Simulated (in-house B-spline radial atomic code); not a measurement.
Configurations of the ytterbium ion Yb³⁺, with energies counted from [Xe] 4f13. Computed with an all-electron radial atomic-structure program (B-spline basis): scalar-relativistic (X2C) CAM-B3LYP, spin-polarised, spherical fractional occupations, exact exchange averaged over the configuration, Fermi nucleus of rms radius 5.3108 fm. Shells without spins written out take the highest spin.

Occupations are held fixed; configurations that lie above the ionisation limit could autoionise.

| configuration | E - E(ref) (eV) | highest orbital | its <r> (bohr) |
| --- | --- | --- | --- |
| [Xe] 4f12 6p1 | 20.691 | 6p up | 3.311 |
| [Kr] 4d10 4f14 5s2 5p5 | 23.34 | 4f down | 0.7529 |
| [Kr] 4d10 4f13 5s2 5p5 5d1 | 31.385 | 5d up | 1.987 |
| [Kr] 4d10 4f13 5s2 5p5 6f1 | 54.901 | 6f up | 7.388 |
| [Kr] 4d9 4f14 5s2 5p6 | 178.03 | 4f down | 0.7253 |
| [Kr] 4d9 4f13 5s2 5p6 5d1 | 190.59 | 5d up | 1.959 |

(1) Order these further configurations by energy, lowest first.
A. [Kr] 4d9 4f13 5s2 5p6 6s1
B. [Xe] 4f12 6d1
C. [Xe] 4f12 6s1
D. [Kr] 4d10 4f13 5s2 5p5 6d1
E. [Xe] 4f12 5d1

(2) How far above the reference does [Kr] 4d10 4f13 5s2 5p5 6s1 lie?

Results:

(1) E (11.804 eV), C (14.045 eV), B (28.856 eV), D (48.216 eV), A (192.82 eV).

(2) 33.523 eV; its least bound orbital is 6s up with <r> = 2.812 bohr.
